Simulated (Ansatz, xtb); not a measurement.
## Relative energy of two isomers of C7H5Cl

Structure a: `C#C/C=C(\Cl)C#CC`, a singlet. Structure b: `ClC1=CC2=C(C=C1)C2`, a singlet. Both are isolated molecules in the gas phase, relaxed with PBE0-D3(BJ)/def2-SVP.

Q: Which of the two would you expect CCSD(T)/def2-SVP + ΔMP2/def2-TZVPP electronic energies to favour?

A: Structure b; the calculation gives E(b) − E(a) = −120.1 kJ/mol.

Level by level:

```json
{"level": "GFN2-xTB", "geometry": "GFN2-xTB", "E(b) − E(a) (kJ/mol)": "−136.8", "departure from the last row (kJ/mol)": "−16.7", "job, with rough time for the two": "optimisation, 0.12 s"}
{"level": "HF/STO-3G", "geometry": "GFN2-xTB", "E(b) − E(a) (kJ/mol)": "−167.1", "departure from the last row (kJ/mol)": "−47.0", "job, with rough time for the two": "single point, 0.32 s"}
{"level": "r2SCAN-D4/def2-SVP", "geometry": "GFN2-xTB", "E(b) − E(a) (kJ/mol)": "−171.5", "departure from the last row (kJ/mol)": "−51.4", "job, with rough time for the two": "single point, 3.1 s"}
{"level": "PBE0-D3(BJ)/def2-SVP", "geometry": "PBE0-D3(BJ)/def2-SVP", "E(b) − E(a) (kJ/mol)": "−188.4", "departure from the last row (kJ/mol)": "−68.3", "job, with rough time for the two": "optimisation, 27 s"}
{"level": "HF/def2-SVP", "geometry": "PBE0-D3(BJ)/def2-SVP", "E(b) − E(a) (kJ/mol)": "−109.5", "departure from the last row (kJ/mol)": "+10.7", "job, with rough time for the two": "part of the CCSD(T) run"}
{"level": "MP2/def2-SVP", "geometry": "PBE0-D3(BJ)/def2-SVP", "E(b) − E(a) (kJ/mol)": "−142.6", "departure from the last row (kJ/mol)": "−22.5", "job, with rough time for the two": "part of the CCSD(T) run"}
{"level": "CCSD(T)/def2-SVP", "geometry": "PBE0-D3(BJ)/def2-SVP", "E(b) − E(a) (kJ/mol)": "−127.5", "departure from the last row (kJ/mol)": "−7.4", "job, with rough time for the two": "single point"}
{"level": "CCSD(T)/def2-SVP + ΔMP2/def2-TZVPP", "geometry": "PBE0-D3(BJ)/def2-SVP", "E(b) − E(a) (kJ/mol)": "−120.1", "departure from the last row (kJ/mol)": "", "job, with rough time for the two": "single point, 55 s"}
```

As drawn, b has 2 C–C, 2 C=C in place of 2 C≡C. Structure a has no ring, b a 3-membered ring and a 6-membered ring.

The levels shown agree on the order. The largest departure from CCSD(T)/def2-SVP + ΔMP2/def2-TZVPP is that of PBE0-D3(BJ)/def2-SVP, 68.3 kJ/mol. A small imaginary or near-zero mode remains, so no thermal terms are given. The last row adds to CCSD(T) the change of the MP2 difference between the two basis sets, here +7.4 kJ/mol.

The correlated steps freeze 12 core orbitals. Codes used: Ansatz 0.2.0, xtb 6.7.1; the last row on 4 threads of Arm Neoverse V2 on a shared host.
